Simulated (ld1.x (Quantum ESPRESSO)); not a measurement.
Transferability test, TM semilocal potential for Sb

Sb, norm-conserving Troullier–Martins (semilocal form), made with ld1.x (Quantum ESPRESSO) 7.5 (PBE, scalar-relativistic). Core [Ar] 3d10, reference 4s2 4p6 4d10 5s2 5p3. Waves: 4p (bound): rc 1.35 bohr; 4d (bound): rc 1.10 bohr; 4s (bound): rc 0.90 bohr. Local part: the s channel. Core correction: none.

Occupied shells without a wave of their own: 5p, 5s. They enter only through the test configuration that unscreens the potential.

Energies are relative to the spin-unpolarised reference configuration 4s2 4p6 4d10 5s2 5p3; without spin polarisation the order of configurations can differ from experiment.

```tsv
valence configuration	charge	ΔE all-electron (eV)	error AE − PS (meV)
4s2 4p6 4d10 5s2 5p2	+1	8.317	-599
4s2 4p6 4d10 5s2 5p1	+2	24.285	-1506
4s2 4p6 4d10 5s2 5p0	+3	48.698	-2757
4s2 4p6 4d10 5s1 5p0	+4	92.991	-4020
4s2 4p6 4d9 5s2 5p4	0	31.120	+672
4s2 4p6 4d10 5s1 5p4	0	8.112	+130
```

Question: What are ΔE and the potential's error for 4s2 4p6 4d10 5s0 5p5?

Answer: ΔE = 16.431 eV all-electron; the error (AE − PS) is +301 meV.

Levels in the configuration 4s2 4p6 4d9 5s2 5p4:

```csv
level,all-electron (eV),pseudo (eV)
4s,-155.958,-155.437
4p,-108.602,-108.123
4d,-39.477,-39.046
5s,-14.705,-14.952
5p,-5.899,-6.396
```

The 5p, 5s levels have no wave, so the channel is fitted at the deeper level alone: the likely source of the large errors.

The potential misses its own reference levels by up to 0.4 eV.
